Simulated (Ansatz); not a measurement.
`[SiH3]BO[SiH3]` + `ClB[SeH]` → `[SiH3][Se]BCl` + `BO[SiH3]`  (cleavage of the Si–B bond)

Program: Ansatz. Geometries: PBE0-D4/def2-TZVP. ΔE: electronic, gas phase. CBS: MP2 limit from def2 TZ/QZ plus the TZ coupled-cluster correction, frozen cores. Functionals use def2-TZVPP. B3LYP here is the variant with VWN-RPA as its local correlation; programs differ in this. For Se outer-core shells are correlated without core-valence functions, which leaves a few kJ/mol of doubt a bond. Scalar relativity is left out up to krypton. One conformer a species, not always the lowest.

| level | ΔE (eV) |
| --- | --- |
| r2SCAN-D4 | -0.79 |
| r2SCAN | -0.79 |
| PBE0 | -0.76 |
| B3LYP | -0.75 |
| CCSD/def2-TZVPP | -0.80 |
| HF/CBS(def2) | -0.89 |
| MP2/CBS(def2) | -0.98 |
| CCSD/CBS(def2) | -0.84 |

**Question.** What does CCSD(T)/CBS give? (Estimate.)

**Answer.** Ansatz gave: -0.84 eV. The listed levels differ from it by 0.05, 0.05, 0.08, 0.09, 0.04, -0.05, -0.14, 0.00 eV.

Largest T1 diagnostic among the species: 0.014.

From PBE to PBE0 (25 % exact exchange), in def2-TZVPP and without D4, ΔE moves by −0.06 eV. The D4 term adds −0.03 eV with B3LYP and −0.02 eV with PBE0; it sums over pairs of atoms, weighted by their polarisabilities, and B3LYP, whose exchange is more repulsive, gets the larger term.
